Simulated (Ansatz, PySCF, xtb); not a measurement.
Energy difference 2 R1 + 3 R2 → 4 P1 + P2, each structure at its B3LYP-D3(BJ)/def2-TZVP stationary point, reached from a drawn start (curvature not checked).
P1: H2 (SMILES [H][H]), charge 0, multiplicity 1.
R1: H2O (SMILES O), charge 0, multiplicity 1.
R2: SiH4 (SMILES [SiH4]), charge 0, multiplicity 1.
P2: H8O2Si3 (SMILES [SiH3]O[SiH2]O[SiH3]), charge 0, multiplicity 1.

P less R. No zero-point or thermal terms. One arrangement of each flexible species, with no search for the lowest.

Frozen-core correlation throughout.

Run with Ansatz (Gaussian orbitals); PySCF for the D3/D4 terms; xtb for the GFN methods. Each number belongs to the level named beside it.

```tsv
level	reaction energy (kJ/mol)
GFN1-xTB	-512.9
PBE/def2-TZVPP	-266.4
PBE-D3(BJ)/def2-TZVPP	-280.3
r2SCAN-D3(BJ)/def2-TZVPP	-327.1
B3LYP-D4/def2-TZVPP	-323.3
BHLYP/def2-TZVPP	-308.3
BHLYP-D3(BJ)/def2-TZVPP	(withheld)
CAM-B3LYP-D3(BJ)/def2-TZVPP	(withheld)
CCSD(T)/cc-pV(T+d)Z	(withheld)
```

Question: Fill in the missing entries.

Answer: 
- BHLYP-D3(BJ)/def2-TZVPP, reaction energy (kJ/mol): -331.0
- CAM-B3LYP-D3(BJ)/def2-TZVPP, reaction energy (kJ/mol): -322.1
- CCSD(T)/cc-pV(T+d)Z, reaction energy (kJ/mol): -324.1

Ansatz is an electronic-structure program.
